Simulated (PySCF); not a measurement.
Al(I)(Me)(OH) (CH4AlIO), SMILES [CH3][Al]([OH])[I].

Coordinates come from a B3LYP-D3(BJ)/def2-SVP optimisation. The def2 effective core potentials stand for the cores of I; spin–orbit coupling is left out. The values are those of a single conformer.

Two levels are set side by side: PBE/def2-TZVP (PySCF) and CAM-B3LYP/def2-TZVP (PySCF). Same geometry, gas phase. Differences are taken from unrounded values.

| quantity | CAM-B3LYP | PBE | PBE minus CAM-B3LYP |
|---|---|---|---|
| orbital gap (eV) | 9.19 | 5.12 | -4.07 |
| highest occupied level (eV) | -8.88 | -6.48 | 2.40 |
| lowest empty level (eV) | 0.32 | -1.36 | -1.67 |
| dipole moment (D) | 0.75 | 0.77 | 0.01 |
| mean polarisability (bohr³) | 71.1 | 75.7 | 4.6 |

Without exact exchange PBE keeps part of each electron's self-repulsion, which lifts occupied levels and narrows the gap. PBE's more diffuse valence density responds more strongly to a field. Differences between two approximate levels are no errors against the true value.

Rough cost on one machine, each run with all the roots and properties that it gave: CAM-B3LYP against PBE within a factor of 2.
